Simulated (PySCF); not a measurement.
C$_{3}$H$_{6}$Cl (SMILES C[CH]CCl), doublet, at a GFN2-xTB geometry, with bond 10-3 at 1.3 times its length; B3LYP/STO-3G (PySCF).

Here is a job for PySCF.
```python
from pyscf import gto, scf, dft

mol = gto.M(
    atom='''
C     0.835192   -0.011737   -0.937763
C     2.084743   -0.177637   -0.169537
C    -0.254507    0.777394   -0.466430
H     0.677043   -0.663505   -1.782533
H     2.085227   -1.137528    0.358041
Cl   -1.350148   -0.283367    0.715905
H     2.948546   -0.189084   -0.835151
H     2.203159    0.612184    0.568440
H     0.023736    1.600461    0.184586
H    -1.194735    1.153351   -1.447876
''',
    basis='sto-3g',
    charge=0,
    spin=1,
    verbose=4,
)

mf = dft.UKS(mol)
mf.xc = 'b3lyp'
mf.damp = 0.5
mf.diis_start_cycle = 5
mf.kernel()
```

The log (banner, timings and long lists left out):

```
PySCF version 2.14.0

[INPUT] verbose = 4
[INPUT] num. atoms = 10
[INPUT] num. electrons = 41
[INPUT] charge = 0
[INPUT] spin (= nelec alpha-beta = 2S) = 1
[INPUT] symmetry False subgroup None
[INPUT] Mole.unit = angstrom
[INPUT] Symbol           X                Y                Z      unit          X                Y                Z       unit  Magmom
[INPUT]  1 C      0.835192000000  -0.011737000000  -0.937763000000 AA    1.578284141428  -0.022179715524  -1.772115239751 Bohr   0.0
[INPUT]  2 C      2.084743000000  -0.177637000000  -0.169537000000 AA    3.939593310104  -0.335685279589  -0.320378497980 Bohr   0.0
[INPUT]  3 C     -0.254507000000   0.777394000000  -0.466430000000 AA   -0.480948526785   1.469061750880  -0.881424956281 Bohr   0.0
[INPUT]  4 H      0.677043000000  -0.663505000000  -1.782533000000 AA    1.279425844554  -1.253842732280  -3.368499177999 Bohr   0.0
[INPUT]  5 H      2.085227000000  -1.137528000000   0.358041000000 AA    3.940507937548  -2.149616379024   0.676599431365 Bohr   0.0
[INPUT]  6 Cl    -1.350148000000  -0.283367000000   0.715905000000 AA   -2.551409947629  -0.535486022740   1.352864381207 Bohr   0.0
[INPUT]  7 H      2.948546000000  -0.189084000000  -0.835151000000 AA    5.571944405682  -0.357316974537  -1.578206662657 Bohr   0.0
[INPUT]  8 H      2.203159000000   0.612184000000   0.568440000000 AA    4.163367118871   1.156860097841   1.074195918248 Bohr   0.0
[INPUT]  9 H      0.023736000000   1.600461000000   0.184586000000 AA    0.044854539293   3.024432963048   0.348816986429 Bohr   0.0
[INPUT] 10 H     -1.194735000000   1.153351000000  -1.447876000000 AA   -2.257721941432   2.179517515493  -2.736089102331 Bohr   0.0

nuclear repulsion = 148.701114995832
number of shells = 20
number of NR pGTOs = 90
number of NR cGTOs = 30
basis = sto-3g
ecp = {}

******** <class 'pyscf.dft.uks.UKS'> ********
method = UKS
initial guess = minao
damping factor = 0.5
level_shift factor = 0
DIIS = <class 'pyscf.scf.diis.CDIIS'>
diis_start_cycle = 5
diis_space = 8
diis_damp = 0
SCF conv_tol = 1e-09
SCF conv_tol_grad = None
SCF max_cycles = 50
direct_scf = True
direct_scf_tol = 1e-13
number electrons alpha = 21  beta = 20
XC library pyscf.dft.libxc version 7.1.2
    S. Lehtola, C. Steigemann, M. J. T. Oliveira, and M. A. L. Marques,  SoftwareX 7, 1–5 (2018)
XC functionals = b3lyp
    P. J. Stephens, F. J. Devlin, C. F. Chabalowski, and M. J. Frisch,  J. Phys. Chem. 98, 11623 (1994)
radial grids:
    Treutler-Ahlrichs [JCP 102, 346 (1995); DOI:10.1063/1.469408] (M4) radial grids

becke partition: Becke, JCP 88, 2547 (1988); DOI:10.1063/1.454033
pruning grids: <function nwchem_prune>
grids dens level: 3
symmetrized grids: False
atomic radii adjust function: <function treutler_atomic_radii_adjust>
small_rho_cutoff = 0
Set gradient conv threshold to 3.16228e-05
tot grids = 120088
init E= -571.380938224402

cycle= 1 E= -571.55268437079  delta_E= -0.172  |g|= 0.166  |ddm|= 2.67
cycle= 2 E= -571.591170169009  delta_E= -0.0385  |g|= 0.0538  |ddm|= 0.42
cycle= 3 E= -571.594483023313  delta_E= -0.00331  |g|= 0.0234  |ddm|= 0.0989
cycle= 4 E= -571.595173240551  delta_E= -0.00069  |g|= 0.0135  |ddm|= 0.0426
cycle= 5 E= -571.59552974294  delta_E= -0.000357  |g|= 0.00453  |ddm|= 0.0454
cycle= 6 E= -571.595568744513  delta_E= -3.9e-05  |g|= 0.00185  |ddm|= 0.0138
cycle= 7 E= -571.595574824466  delta_E= -6.08e-06  |g|= 0.0012  |ddm|= 0.00685
cycle= 8 E= -571.5955762028  delta_E= -1.38e-06  |g|= 0.000487  |ddm|= 0.00286
cycle= 9 E= -571.595576455234  delta_E= -2.52e-07  |g|= 0.000142  |ddm|= 0.00101
cycle= 10 E= -571.595576514122  delta_E= -5.89e-08  |g|= 5.94e-05  |ddm|= 0.000684
cycle= 11 E= -571.595576521151  delta_E= -7.03e-09  |g|= 2.3e-05  |ddm|= 0.000235
cycle= 12 E= -571.595576522076  delta_E= -9.25e-10  |g|= 5.65e-06  |ddm|= 8.2e-05
Extra cycle  E= -571.595576522131  delta_E= -5.47e-11  |g|= 3.5e-06  |ddm|= 2.1e-05
converged SCF energy = -571.595576522131  <S^2> = 0.75672488  2S+1 = 2.0067136
```
